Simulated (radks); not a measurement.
Values are calculated unless marked as measured or tabulated.
Spherical quantum dot in the effective-mass picture: electrons in a hard-walled sphere of radius 5.87, with a point charge +1 (a donor) at the centre, all in effective atomic units (hartree* = m*/eps^2 hartree, bohr* = eps/m* bohr), one dielectric constant everywhere. Level of theory: non-relativistic Kohn-Sham, PBEsol, spin-polarised, spherical densities (a radial shooting solver with Libxc functionals). Levels are named by radial order and angular momentum (1s, 1p, 1d, 2s, ...), and open shells are averaged over m. Results are scaled to m* = 0.058 and eps = 8, for which hartree* = 24.66 meV and bohr* = 7.299 nm.

N = 24, configuration 1s2 1p6 1d10 2s(up 1, down 0) 1f(up 5, down 0). This is the lowest configuration that the search found. Occupied levels:

| level | occupation | eigenvalue (meV) | <r> (nm) |
|---|---|---|---|
| 1s up | 1 | 120.78 | 29.57 |
| 1s down | 1 | 121.76 | 30.17 |
| 1p up | 3 | 122.55 | 31.26 |
| 1p down | 3 | 123.44 | 31.17 |
| 1d up | 5 | 125.48 | 31.97 |
| 1d down | 5 | 126.39 | 31.88 |
| 2s up | 1 | 128.54 | 13.00 |
| 1f up | 5 | 129.59 | 32.57 |

Energy (meV): total 1537.64, kinetic 342.71, external -159.46, Hartree 1532.4, exchange-correlation -178.00.

Electron density:

| r (nm) | n(r) (e/nm^3) |
|---|---|
| 1.26 | 0.0005946 |
| 3.40 | 0.0003290 |
| 5.53 | 0.0001836 |
| 7.66 | 0.0001042 |
| 9.79 | 0.00006129 |
| 11.9 | 0.00003901 |
| 14.0 | 0.00002903 |
| 16.2 | 0.00002691 |
| 18.3 | 0.00003080 |
| 20.4 | 0.00004038 |
| 22.6 | 0.00005553 |
| 24.7 | 0.00007567 |
| 26.8 | 0.00009882 |
| 29.0 | 0.0001211 |
| 31.1 | 0.0001358 |
| 33.2 | 0.0001352 |
| 35.3 | 0.0001138 |
| 37.5 | 0.00007420 |
| 39.6 | 0.00003087 |
| 41.7 | 3.761e-06 |
